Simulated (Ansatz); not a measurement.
The same path of C2H5AlBClO (11 atoms, charge 0, multiplicity 1) was run twice with different band settings. Lost on the way: Al1–Cl5, C2–H9, B3–Cl5. Made: B3–H9, C4–Cl5.

Theory: Ansatz 0.2.0, RKS B3LYP/def2-SVP.

Relaxed end points:

```xyz
11
Properties=species:S:1:pos:R:3
Al 0.604 -1.668 0.252
C -0.424 -0.271 -0.775
B 0.418 1.066 -0.308
C -0.958 1.325 0.486
Cl 1.750 0.437 0.993
O -1.600 0.333 0.020
H -0.041 -2.262 1.575
H 1.687 -2.435 -0.614
H -0.779 -0.413 -1.804
H 0.882 1.895 -1.051
H -1.473 1.935 1.247
```

```xyz
11
Properties=species:S:1:pos:R:3
Al 0.479 -2.389 0.125
C 0.040 -0.430 0.098
B 0.195 0.849 -0.841
C -0.691 1.499 0.403
Cl -0.104 2.812 1.440
O -0.532 0.166 1.105
H 1.919 -2.818 0.608
H -0.620 -3.379 -0.429
H -0.226 0.830 -1.984
H 1.380 1.168 -0.790
H -1.774 1.634 0.285
```

Common settings: movable images 7; climbing image yes; spring 5.0 eV/Å²; start path through a guess of the saddle point; force threshold 0.03 eV/Å; end points relaxed.

| run | optimiser | iteration limit | largest step |
| --- | --- | --- | --- |
| 1 | quadratic models (default) | 59 | default |
| 2 | lbfgs | 60 | 0.02 Å |

Question: What does each run give, and how far can it be trusted?

Answer: Run 1: converged after 21 iterations, highest image 1.914 eV above the first end. A vibrational analysis at the climbing image gives one clearly imaginary mode, 574i cm⁻¹: a first-order saddle point.
Run 2: not converged after 60 iterations, highest image 2.194 eV above the first end. The band didn't meet its force threshold, so its energies are provisional: the largest band force was still 0.29 eV/Å, and over the last iterations the top stayed at 2.20 eV.
The orbitals stay closed-shell, which can raise the energy where a bond breaks towards radicals; this wasn't checked here.
